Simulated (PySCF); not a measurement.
**How well do the runs reproduce experiment for germanium oxide?**

**Measured values to compare with.**

From Liu, Meijer, Perez-Rios, Phys. Chem. Chem. Phys. 22 (2020) 24191, for the gas: dipole moment 3.2824 D.

The results are set against them at the end.

Germanium oxide, GeO (singlet state).
Atom-mapped SMILES: `[O:1]=[Ge:2]`

Cartesian coordinates in Å at the PBE0-D3(BJ)/def2-SVP level; atoms count from 1:
```xyz
2
GeO angstrom
O      0.8213   -0.0381    0.0045
Ge    -0.8014    0.0093   -0.0166
```

Runs made with PySCF (gas phase, on this PBE0-D3(BJ)/def2-SVP geometry; no spin–orbit coupling):

| level | job | basis functions | wall time |
| --- | --- | --- | --- |
| PBE0-D3(BJ)/def2-SVP, grid level 1 | geometry optimisation from a GFN2-xTB start shaken at random | 46 | 2.8 s |

Hardware: one thread of an AMD EPYC 7R43 (shared host).

## Comparison

**Dipole moment.** Measured: 3.2824 D (Liu, Meijer, Perez-Rios, Phys. Chem. Chem. Phys. 22 (2020) 24191).

```
               level  computed (D)  computed − measured (D)  % (from the printed values)
PBE0-D3(BJ)/def2-SVP         3.035                   -0.247                           -8
```

The computed dipoles belong to one fixed geometry; measured ones are averaged over vibrations unless marked μe. Magnitudes are compared, not signs.

The geometry is computed, not the measured one. Where a level misses, the cause wasn't examined.
